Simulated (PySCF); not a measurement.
# bromoethane (C(C)Br, C$_{2}$H$_{5}$Br)

Cartesian coordinates in Å; atom numbers follow the order of the lines, from 1:
```xyz
8

C    -0.7883    0.1805    0.0129
C     0.6252   -0.3377    0.0252
Br    1.9095    1.0776   -0.3629
H    -1.0442    0.6055   -0.9586
H    -1.4798   -0.6420    0.2204
H    -0.9335    0.9500    0.7722
H     0.7962   -1.0983   -0.7339
H     0.9157   -0.7318    0.9969
```

The calculation used quadratic response CAM-B3LYP/aug-cc-pVTZ first hyperpolarisability, Taylor convention, gas phase in PySCF. Geometry: PBE0-D3(BJ)/def2-TZVP.

The calculation is non-relativistic, which matters for the atoms heavier than Zn.

(1) What is the first hyperpolarisability, and how does it disperse?

(2) Which lowest excitations, dipole and polarisabilities go with it?

Results:

(1) In au, Taylor convention; the vector part is βᵢ = ⅓ Σⱼ (βᵢⱼⱼ + βⱼᵢⱼ + βⱼⱼᵢ); β∥ is 3/5 of the vector part along the dipole, the dipole points from − to +:
```csv
process,λ (nm),β vector norm,β∥,β HRS,depolarisation ratio
"static β(0;0,0)",∞,104.4,62.4,41.3,5.91
"second harmonic β(−2ω;ω,ω)",1907,108.6,64.9,43.0,5.85
"Pockels β(−ω;ω,0)",1907,105.8,63.2,–,–
"second harmonic β(−2ω;ω,ω)",1064,118.9,71.0,47.3,5.71
"Pockels β(−ω;ω,0)",1064,108.9,65.1,–,–
```

(2) S1 6.15 eV (f = 0.000); S2 6.20 eV (f = 0.001); S3 6.99 eV (f = 0.043); dipole 2.18 D; isotropic α 49.3 au static, 49.5 au at 1907 nm, 49.8 au at 1064 nm, 49.9 au at 953.5 nm, 51.1 au at 532 nm.
